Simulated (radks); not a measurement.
Question: La22+, configuration [Ar] 3d10 4s2 4p5 (the NIST ground configuration). Method: scalar-relativistic Kohn-Sham, LDA (Slater exchange, Perdew-Wang correlation), spin-polarised, spherical densities, finite nucleus; open shells are filled with parallel spins first (spin-orbit coupling, left out, can overturn this in heavy ions); Fermi nuclear charge, rms radius 4.855 fm; computed with a radial shooting solver on a logarithmic mesh with Libxc functionals. Some entries of the table are withheld. Estimate them.

| orbital | occ. | eigenvalue (eV) | r(max) (bohr) |
|---|---|---|---|
| 1s up | 1 | -39344.48 | 0.01609 |
| 1s down | 1 | -39343.90 | 0.01609 |
| 2s up | 1 | -6794.783 | 0.09099 |
| 2s down | 1 | -6794.406 | 0.09099 |
| 2p up | 3 | -6160.372 | 0.07311 |
| 2p down | 3 | -6159.859 | 0.07311 |
| 3s up | 1 | -1916.982 | 0.2593 |
| 3s down | 1 | -1916.383 | 0.2593 |
| 3p up | 3 | -1714.181 | 0.2533 |
| 3p down | 3 | -1713.529 | 0.2533 |
| 3d up | 5 | -1426.101 | 0.2076 |
| 3d down | 5 | -1425.483 | 0.2076 |
| 4s up | 1 | -797.4026 | 0.5805 |
| 4s down | 1 | -795.0617 | 0.5803 |
| 4p up | 3 | -724.6874 | 0.5970 |
| 4p down | 2 | -722.3718 | 0.5969 |
| 4d up | 0 | -620.1979 | 0.6040 |
| 4d down | 0 | -617.9804 | 0.6038 |
| 5s up | 0 | (1) | 1.080 |
| 5s down | 0 | (2) | 1.082 |

Answer: 
(1) 5s up eigenvalue (eV): -432.1681
(2) 5s down eigenvalue (eV): -431.2235
